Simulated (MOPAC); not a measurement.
MOPAC input (AM1):

```
AM1 FORCE THERMO(298,298) PRECISE LET CHARGE=-1 GEO-OK AUX(PRECISION=9) THREADS=1
CH3Se

C    -1.53984122 1    0.01601957 1   -0.03306992 1
Se    0.41269785 1   -0.00429350 1    0.00886320 1
H    -1.84449971 1   -0.61841807 1   -0.88365828 1
H    -1.84227240 1    1.06892918 1   -0.16998750 1
H    -1.88118814 1   -0.39258423 1    0.93406646 1
```

From the last part of the output:

```
     H    5   4.853824   0.459845   0.548230   0.548229   5.567446

          HEAT OF FORMATION =     -33.750399 KCALS/MOLE

          ZERO POINT ENERGY      22.656 KCAL/MOL

           NORMAL COORDINATE ANALYSIS (Total motion = 1 Angstrom)

   Root No.       1         2         3         4         5         6         7         8

                 1 A1      1 E       1 E       2 A1      2 E       2 E       3 E       3 E

                 645.0     870.5     870.5    1263.1    1379.8    1379.8    3126.2    3126.2

           1    0.2969    0.0000    0.0000   -0.0573   -0.0000    0.0000    0.0000   -0.0000
           2    0.0000   -0.0553    0.0146    0.0000   -0.0148   -0.0473   -0.0528   -0.0122
           3   -0.0000    0.0146    0.0554   -0.0000   -0.0476    0.0147    0.0120   -0.0538
           4   -0.0534   -0.0000   -0.0000   -0.0028   -0.0000   -0.0000    0.0000   -0.0000
           5   -0.0000    0.0051   -0.0014   -0.0000   -0.0000   -0.0000   -0.0001   -0.0000
           6    0.0000   -0.0014   -0.0051    0.0000   -0.0000    0.0000    0.0000   -0.0001
           7    0.2162    0.4443   -0.1176    0.3000   -0.0366   -0.1171   -0.1363   -0.0315
           8   -0.0122    0.0877   -0.0232    0.0904   -0.0169   -0.0540    0.4512    0.1043
           9   -0.0000   -0.0220   -0.0835   -0.0000    0.4349   -0.1341    0.0060   -0.0269
          10    0.2162   -0.3238   -0.3264    0.3000   -0.0838    0.0900    0.0949   -0.1045
          11    0.0061    0.0850   -0.0205   -0.0452    0.3090    0.2450    0.1399   -0.1893
          12   -0.0105   -0.0248   -0.0862    0.0783    0.1337    0.1894   -0.2821    0.2903
          13    0.2162   -0.1205    0.4440    0.3000    0.1204    0.0270    0.0414    0.1360
          14    0.0061    0.0840   -0.0242   -0.0452   -0.1148    0.3756    0.0460    0.2322
          15    0.0105   -0.0210   -0.0872   -0.0783    0.0021   -0.2313    0.1316    0.3859

   Root No.       9

                 3 A1

                3187.1

           1    0.0185
           2   -0.0000
           3    0.0000
           4    0.0003
           5    0.0000
           6   -0.0000
           7   -0.0814
           8    0.3168
           9   -0.0000
          10   -0.0814
          11   -0.1584
          12    0.2743
          13   -0.0814
          14   -0.1584
          15   -0.2743

           MASS-WEIGHTED COORDINATE ANALYSIS (NORMAL COORDINATES)

   Root No.       1         2         3         4         5         6         7         8

                 1 A1      1 E       1 E       2 A1      2 E       2 E       3 E       3 E

                 645.0     870.5     870.5    1263.1    1379.8    1379.8    3126.2    3126.2

           1    0.8617    0.0000    0.0000   -0.3423   -0.0000    0.0000    0.0000   -0.0000
           2    0.0000   -0.3104    0.0767    0.0000   -0.0836   -0.2709   -0.2931   -0.0675
           3   -0.0000    0.0767    0.3104   -0.0000   -0.2709    0.0836    0.0675   -0.2931
           4   -0.3977   -0.0000   -0.0000   -0.0424   -0.0000   -0.0000    0.0000   -0.0000
           5   -0.0000    0.0739   -0.0183   -0.0000   -0.0002   -0.0006   -0.0014   -0.0003
           6    0.0000   -0.0183   -0.0739    0.0000   -0.0006    0.0002    0.0003   -0.0014
           7    0.1817    0.7223   -0.1784    0.5189   -0.0600   -0.1944   -0.2191   -0.0504
           8   -0.0102    0.1426   -0.0352    0.1564   -0.0277   -0.0897    0.7253    0.1669
           9   -0.0000   -0.0335   -0.1355   -0.0000    0.7169   -0.2212    0.0098   -0.0425
          10    0.1817   -0.5156   -0.5364    0.5189   -0.1383    0.1491    0.1532   -0.1645
          11    0.0051    0.1381   -0.0308   -0.0782    0.5082    0.4075    0.2260   -0.2981
          12   -0.0088   -0.0378   -0.1401    0.1355    0.2197    0.3147   -0.4552    0.4568
          13    0.1817   -0.2067    0.7147    0.5189    0.1983    0.0453    0.0659    0.2150
          14    0.0051    0.1365   -0.0370   -0.0782   -0.1903    0.6230    0.0729    0.3669
          15    0.0088   -0.0317   -0.1416   -0.1355    0.0042   -0.3838    0.2097    0.6099

   Root No.       9

                 3 A1

                3187.1

           1    0.1122
           2   -0.0000
           3    0.0000
           4    0.0046
           5    0.0000
           6   -0.0000
           7   -0.1427
           8    0.5557
           9   -0.0000
          10   -0.1427
          11   -0.2778
          12    0.4812
          13   -0.1427
          14   -0.2778
          15   -0.4812

          DESCRIPTION OF VIBRATIONS

 VIBRATION          1    1A1         ATOM PAIR     ENERGY CONTRIBUTION    RADIAL
 FREQUENCY           644.96         C 1 -- Se2         +31.7% (115.2%)    100.0%
 TRANSITION DIPOLE   1.0512         C 1 -- H 4         +22.8% ( 97.7%)      7.4%
 TRAVEL (Ang.)       0.1103         C 1 -- H 3         +22.8% ( 97.7%)      7.4%
 REDUCED MASS        8.5991         C 1 -- H 5         +22.8% ( 97.7%)      7.4%
 EFFECTIVE MASS     19.2010
 FORCE CONSTANT      2.1075

 VIBRATION          3    1E          ATOM PAIR     ENERGY CONTRIBUTION    RADIAL
 FREQUENCY           870.48         C 1 -- H 5         +45.9% ( 90.1%)      6.9%
 TRANSITION DIPOLE   0.0985         C 1 -- H 4         +31.2% ( 74.3%)      5.7%
 TRAVEL (Ang.)       0.3889         C 1 -- H 3         +14.3% ( 50.3%)      1.3%
 REDUCED MASS        0.5122         C 1 -- Se2          +8.6% ( 38.9%)      0.0%
 EFFECTIVE MASS      2.5363
 FORCE CONSTANT      0.2287

 VIBRATION          4    2A1         ATOM PAIR     ENERGY CONTRIBUTION    RADIAL
 FREQUENCY          1263.07         C 1 -- H 5         +31.7% ( 52.9%)      1.2%
 TRANSITION DIPOLE   0.6953         C 1 -- H 3         +31.7% ( 52.9%)      1.2%
 TRAVEL (Ang.)       0.3540         C 1 -- H 4         +31.7% ( 52.9%)      1.2%
 REDUCED MASS        0.4259         C 1 -- Se2          +5.0% ( 20.9%)    100.0%
 EFFECTIVE MASS      1.8575
 FORCE CONSTANT      0.4003

 VIBRATION          6    2E          ATOM PAIR     ENERGY CONTRIBUTION    RADIAL
 FREQUENCY          1379.80         C 1 -- H 5         +53.5% ( 65.1%)      0.3%
 TRANSITION DIPOLE   0.0699         C 1 -- H 4         +29.5% ( 48.4%)      5.8%
 TRAVEL (Ang.)       0.3256         C 1 -- H 3         +11.0% ( 29.6%)     32.2%
 REDUCED MASS        0.4611         C 1 -- Se2          +5.9% ( 21.7%)      0.0%
 EFFECTIVE MASS      1.6904
 FORCE CONSTANT      0.5172

 VIBRATION          8    3E          ATOM PAIR     ENERGY CONTRIBUTION    RADIAL
 FREQUENCY          3126.17         C 1 -- H 5         +59.6% ( 79.5%)     98.8%
 TRANSITION DIPOLE   0.1361         C 1 -- H 4         +35.3% ( 61.2%)     94.6%
 TRAVEL (Ang.)       0.2050         C 1 -- H 3          +4.1% ( 21.0%)     47.5%
 REDUCED MASS        0.5135         C 1 -- Se2          +1.0% ( 10.2%)      0.0%
 EFFECTIVE MASS      1.5177
 FORCE CONSTANT      2.9566

 VIBRATION          9    3A1         ATOM PAIR     ENERGY CONTRIBUTION    RADIAL
 FREQUENCY          3187.15         C 1 -- H 4         +33.3% ( 55.5%)     98.1%
 TRANSITION DIPOLE   0.0611         C 1 -- H 5         +33.3% ( 55.5%)     98.1%
 TRAVEL (Ang.)       0.2534         C 1 -- H 3         +33.3% ( 55.5%)     98.1%
 REDUCED MASS        0.3295
 EFFECTIVE MASS      1.0749
 FORCE CONSTANT      1.9717

      SYMMETRY NUMBER FOR POINT-GROUP C3v =  3
```

The dipole moment of an ion depends on the origin.
